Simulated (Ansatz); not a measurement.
# Energy profile

The step: H₂S + H → HS + H₂; bonds formed: H1–H3; bonds broken: H1–S2 (atoms numbered as in the saddle structure below).

```xyz
4
angstrom
H -0.4804 -0.0433 -0.2167
S 0.2427 0.9620 0.4236
H -1.0581 -1.0667 -0.8019
H 1.2958 0.1480 0.5951
```

Electronic energies by CCSD(T) at an estimated basis limit (MP2 extrapolated from triple and quadruple zeta, plus CCSD(T) − MP2 in triple zeta), on PBE0-D4/def2-TZVP structures; H₃S, doublet; no counterpoise correction; spin–orbit coupling, which lowers free halogen atoms and radicals such as OH and SH, is left out. Program: Ansatz 0.2.0. Basis: def2-TZVPP and def2-QZVPP. Cores are frozen in the correlated methods; orbitals are unrestricted. Extrapolation: Hartree–Fock as exp(−7.88 √X), correlation as X^−2.97.

**Question.** Give the profile in eV, counted from the separated reactants. (To be estimated.)

**Answer.** Computed:
```tsv
point	eV
separated: H₂S (H1, S2, H4; singlet) + H (H3; doublet)	0.000
start structure	-0.005
saddle	0.149
end structure	-0.604
separated: H₂ (H1, H3; singlet) + HS (S2, H4; doublet)	-0.591
```

T1 diagnostic: at most 0.014. ⟨S²⟩ of the unrestricted Hartree–Fock references: 0.75 to 0.77 (a pure state has 0.75).

For scale, one of the runs: CCSD(T)/def2-TZVPP, 84 basis functions (an equivalent command: `ansatz run in.yaml --threads 2`). The run took about 2.1 s on 2 CPU threads (shared host).
